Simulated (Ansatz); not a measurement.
An input meant for MnCl2 (charge 0, sextet).

```yaml
crystal:
  periodic: [false, false, false]
  atoms:
    - {symbol: Mn, position_ang: [-0.004764, -0.002752, -0.000095]}
    - {symbol: Cl, position_ang: [-0.013829, -0.018661, 2.165801]}
    - {symbol: Cl, position_ang: [0.018594, 0.021403, -2.165706]}
basis:
  gaussian: {orbitals: aug-cc-pVDZ, fitting: {mean_field: cc-pVTZ-jkfit}}
magnetization: {spin_polarized: false, initial_magnetization: 5}
hamiltonian: {xc: {name: BHLYP}, dispersion: d4}
scf: {omitted_lower_state_checks: [starts]}
```

```sh
$ ansatz run in.yaml --threads 2 --pin off --events-out ev --progress --plain --max-ram 4352MiB
```

It prints (some lines left out):

```
Functional definition: BHLYP
Error: [file] the basis set cc-pVTZ-JKFIT has no functions for Mn
```

With spin_polarized false and unpaired electrons the run is restricted open-shell.
